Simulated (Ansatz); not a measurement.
C$_{2}$H$_{3}$O$_{2}$ (SMILES CO[C-]=O), charge -1, singlet, at a GFN2-xTB geometry (a gas-phase anion, which may not be bound at this level); PBE/6-311+G(2d,p) (Ansatz, an electronic-structure program).

Ansatz was given this input:
Ansatz 0.2 input:
```yaml
crystal:
  periodic: [false, false, false]
  atoms:
    - {symbol: C, position_ang: [-1.15412904, -0.13368505, -0.00475851]}
    - {symbol: O, position_ang: [-0.72670803, -1.11946687, 0.60148897]}
    - {symbol: O, position_ang: [0.00963198, 0.80173294, -0.46742437]}
    - {symbol: C, position_ang: [1.28691312, 0.41218812, -0.14832584]}
    - {symbol: H, position_ang: [1.79443639, 1.15884469, 0.49102832]}
    - {symbol: H, position_ang: [1.24026991, -0.54555805, 0.40753573]}
    - {symbol: H, position_ang: [1.90519756, 0.25756633, -1.05257476]}
basis:
  gaussian:
    orbitals: 6-311+G_2d_p_.json
hamiltonian:
  xc: pbe
total_charge: -1
```
The basis file holds 6-311+G(2d,p) in the JSON format of the Basis Set Exchange.

What the program printed (banner, timings and long lists left out):

```
Functional definition: PBE
904 factors; their error is unknown
mean field evaluation 1: about -6208.5563 eV, gradient 3.5e1 eV
mean field evaluation 2: about -6204.7713 eV, gradient 5.3e1 eV
mean field evaluation 4: about -6211.2919 eV, gradient 7.3e0 eV
mean field evaluation 8: about -6211.4010 eV, gradient 2.1e-1 eV
mean field evaluation 16: about -6211.3636 eV, gradient 2.4e-5 eV
mean field -6211.36362683 eV, -228.2634030725 hartree, gradient 2.4e-5 eV, S^2 0.000000; 0 other end points of the search recorded, 0 dependent functions left out
reference -6211.36367635 eV, -228.2634048923 hartree; 16, 16 occupied and 110, 110 virtual orbitals, 904 factors
Total energy: -6211.36367635 eV, -228.2634048923 hartree
```
